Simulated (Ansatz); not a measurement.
Coupled-cluster diagnostics for GaAs2⁻ (the lowest singlet isomer of a short search), Ansatz.

Geometry of the singlet (PBE-D4/def2-TZVPD):

| atom | x (Å) | y (Å) | z (Å) |
| --- | --- | --- | --- |
| Ga1 | 0.2482 | -1.1871 | 0.9599 |
| As2 | -1.1791 | 0.1974 | -0.6970 |
| As3 | 0.9310 | 0.9897 | -0.2629 |

Correlated methods freeze 27 core orbitals; core or outer-core shells of Ga, As are correlated, in sets that lack core-valence functions. The structure comes from a short search, and lower isomers may exist.

Question: Estimate the CCSD(T) correlation energy, the shares of MP2 and (T), T1 and the reference's ⟨S²⟩ for: charge -1, singlet, own geometry in def2-TZVPPD; and the rough time on 4 threads of Arm Neoverse V2 on a shared host.

Answer: 
```tsv
state	basis	correlation (eV)	MP2 share (%)	(T) share (%)	T1	⟨S²⟩ (pure)	wall time	remarks
charge -1, singlet, own geometry	def2-TZVPPD	-20.999	96.4	5.3	0.015	0.00 (0.00)	23 s	restricted SCF unstable
```
Customary marks for T1 are 0.02 (closed shells), 0.045 (open shells) and about 0.05 (3d metals). T1 stays under 0.02 throughout.
